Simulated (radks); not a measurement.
Problem. Calculated with a radial shooting solver on a logarithmic mesh with Libxc functionals: Dirac Kohn-Sham, PBE, spin-unpolarised, spherical densities, finite nucleus; open shells fill j = l - 1/2 first; Fermi nuclear charge, rms radius of each element as measured or else 0.836 A^(1/3) + 0.57 fm. Each species is in its NIST ground configuration. Rank Mo4+, Tc4+, Cd4+, Sn4+, Sr4+, Zr4+, Ru4+, Pd4+, Te4+, Rb4+, Nb4+, I4+, In4+, Rh4+, Sb4+, Ag4+, Xe4+ by radius at which the density is 0.001 e/bohr^3 (bohr), largest first.

Solution. Xe4+ 3.40, I4+ 3.37, Te4+ 3.24, Sb4+ 3.13, Rb4+ 3.03, Mo4+ 3.03, Tc4+ 3.03, Ru4+ 3.01, Nb4+ 3.00, Sr4+ 2.99, Rh4+ 2.97, Pd4+ 2.94, Ag4+ 2.90, Zr4+ 2.89, Cd4+ 2.86, In4+ 2.81, Sn4+ 2.77.
